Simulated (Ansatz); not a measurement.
Ansatz results at the PBE0-D4/def2-TZVP geometry: size of the dipole moment (B3LYP/def2-TZVPP) 0.98 D; size of the dipole moment (PBE/def2-TZVPP) 1.01 D; size of the dipole moment (ωB97M-V/def2-TZVPP) 0.97 D.

Each molecule was computed in one conformer, which needn't be the lowest.

Q: Which molecule gave them?
A. `O[SiH](O)S[SiH2]`•
B. `B[NH]`•
C. `[CH2][InH][CH3]`•
D. `O[SiH]S[SiH2]O`•

A: A. The others give `[CH2][InH][CH3]`•: 0.60, 0.65, 0.54; `B[NH]`•: 1.33, 1.25, 1.41; `O[SiH]S[SiH2]O`•: 2.80, 2.67, 2.88.

B3LYP here is the variant with VWN-RPA as its local correlation; programs differ in this.
